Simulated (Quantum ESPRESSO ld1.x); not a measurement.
The numbers below are computed, except where a source is named.
One sound ld1.x (Quantum ESPRESSO 7.5) input for the argon ion Ar2+ gives E = -526.167 hartree in 16 iterations:

```
 &input
    zed=18.0,
    iswitch=1,
    rel=2,
    dft='PW',
    config='[Ne] 3s2 3p4',
    lsmall=.true.,
    prefix='ld1',
    max_out_wfc=37,
    file_charge='ld1.rho',
 /
```

Changed or added lines, one case at a time, and what came of them:

- config='[Ne] 3s2 3p': refused. The program stops in el_config with "no occupancy field?": each term needs its occupation.
- dx=0.1: harmless. The energy moves by +0.0001275 hartree against the default mesh (-526.167 hartree).
- noscf=.true.: ran as typed. With noscf the program prints the levels of a bare nucleus, with no screening and no total energy; they are not those of the atom.
- cau_fact=13.25: crashed. The program stops in dirsol with "no classical turning point found": with c below Z the Dirac equation of a point nucleus has no 1s solution.
- config='[Ne] 3s2 3p4 1s1': refused. The program stops in el_config with "occupation wrong": the bracketed core already holds 1s.
- tr2=1e-22: usable despite the warning. The threshold lies below the rounding noise, so the cycle runs to its limit and warns, but the energy differs from the sound run by less than 1e-5 hartree.
- atom='D2' (without zed): crashed. The program stops in dirsol with "no classical turning point found": the symbol names no element.
